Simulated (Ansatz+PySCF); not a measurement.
The numbers below are computed, except where a source is named.
## Several solutions for singlet H₈

```yaml
atoms:
  - { symbol: H, position_ang: [0.0000, 0.0000, 0.0000] }
  - { symbol: H, position_ang: [0.0000, 0.0000, 1.0000] }
  - { symbol: H, position_ang: [0.0000, 0.0000, 2.0000] }
  - { symbol: H, position_ang: [0.0000, 0.0000, 3.0000] }
  - { symbol: H, position_ang: [0.0000, 0.0000, 4.0000] }
  - { symbol: H, position_ang: [0.0000, 0.0000, 5.0000] }
  - { symbol: H, position_ang: [0.0000, 0.0000, 6.0000] }
  - { symbol: H, position_ang: [0.0000, 0.0000, 7.0000] }
```

Basis set: cc-pVDZ (spherical functions). Charge 0, multiplicity 1.

UHF was run from several starts with Ansatz (development build ahead of 0.2.0) and PySCF 2.14.0.

```csv
run,program,start,converged,energy (hartree),<S²>
A,Ansatz,search for the lowest state,yes,-4.30901,0.42
B,PySCF,program defaults,yes,-4.30553,0.00
C,PySCF,"guess 1e, instabilities followed",yes,-4.30901,0.42
D,Ansatz,"atomic start, no search",yes,-4.30553,0.00
E,PySCF,"guess minao, instabilities followed",yes,-4.30901,0.42
F,Ansatz,stability test followed,yes,-4.30901,0.42
G,PySCF,"guess huckel, instabilities followed",yes,-4.30901,0.42
H,PySCF,"guess atom, instabilities followed",yes,-4.30901,0.42
```

(1) Which runs reached the lowest solution of this kind, and what is wrong with the others?

Answers

(1) A, C, E, F, G, H reached the lowest solution found. Converged but too high: B by 0.09 eV, D by 0.09 eV. Convergence only shows a stationary point, and even a stable one can lie too high; stability tests and further starts are what find lower ones. Caution: the unrestricted determinant is spin contaminated. Caution: the determinant breaks the point group.
